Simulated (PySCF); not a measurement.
**Löwdin shares of the frontier orbitals**

Compound: SnMe3(NHEt), C₅H₁₅NSn.
Structure used (PBE0-D3(BJ)/def2-SVP), in Å, numbered top down from 1:
```
atom  x, y, z in Å
Sn1    0.1572    0.9269   -0.0566
C2     0.1168    0.8197    2.1024
H3    -0.9146    0.6789    2.4567
H4     0.5157    1.7474    2.5393
H5     0.7276   -0.0248    2.4530
C6     2.1743    0.7369   -0.7737
H7     2.1706    0.6818   -1.8716
H8     2.6420   -0.1752   -0.3755
H9     2.7774    1.6018   -0.4618
C10   -0.7972    2.7269   -0.7406
H11   -0.8798    2.7093   -1.8365
H12   -0.2095    3.6068   -0.4414
H13   -1.8050    2.8187   -0.3104
N14   -0.8690   -0.5967   -0.9713
C15   -0.4465   -1.9741   -0.8632
C16   -0.7825   -2.6754    0.4491
H17   -1.8807   -0.5106   -0.9092
H18   -0.8809   -2.5588   -1.6979
H19    0.6457   -2.0177   -1.0262
H20   -0.3106   -2.1668    1.3055
H21   -0.4441   -3.7246    0.4479
H22   -1.8709   -2.6755    0.6252
```

Computed with PySCF 2.14.0, density-fitted response routines, TDDFT B3LYP/def2-SVPD, vertical, gas phase, core orbitals frozen in the response, def2 core potentials past Kr. Spin–orbit coupling is left out.

Kohn–Sham orbitals with the atoms that hold most of them (Löwdin shares over 4%, at most four atoms; ? is withheld):

| orbital | ε (eV) | atoms |
| --- | --- | --- |
| LUMO+2 | 0.70 | Sn1 14%, C16 11%, H17 10%, C6 10% |
| LUMO+1 | 0.63 | C10 12%, Sn1 10%, C6 10%, H8 7% |
| LUMO | ? | Sn1 31%, C2 8%, C10 7%, C6 6% |
| HOMO | -5.86 | ? |
| HOMO-1 | -7.66 | C2 24%, Sn1 19%, C10 15%, C6 11% |
| HOMO-2 | -7.68 | C6 29%, C10 25%, Sn1 20%, H8 5% |
| HOMO-3 | -8.27 | N14 29%, C15 15%, Sn1 11%, C2 10% |

Question: Which atoms hold the HOMO, and with what shares?

Answer: N14 (bonded to C, Sn and H) 59%; C15 (bonded to C, N and 2 H) 10%; C16 (bonded to C and 3 H) 6%; C2 (bonded to Sn and 3 H) 6%. By element: nitrogen 59%, carbon 22% or more.

Question: What is the LUMO energy, and the HOMO–LUMO gap?

Answer: ε(LUMO) = -0.15 eV; the gap is 5.71 eV (0.2097 hartree).

Question: The HOMO–LUMO gap is 5.71 eV. Where does the response calculation put the lowest singlet, and from which orbitals?

Answer: S1 is at 4.93 eV (f = 0.040), 0.78 eV below the gap, made of HOMO→LUMO (95%). Without the coupling terms of the response equations the lowest excitation would equal the gap.

Question: Give energy, strength and leading configuration of S1 and S2, and follow the Löwdin shares of the leading atoms from the occupied to the empty orbital.

Answer: 
- S1 (4.93 eV, f 0.040), HOMO→LUMO (95%): N14 59% → at most 7%, C15 10% → at most 7%, Sn1 at most 7% → 31%, C2 6% → 8%
- S2 (5.64 eV, f 0.0067), HOMO→LUMO+1 (87%): N14 59% → at most 8%, C15 10% → at most 8%, C10 at most 7% → 12%, Sn1 at most 7% → 10%

One conformer stands for the species.
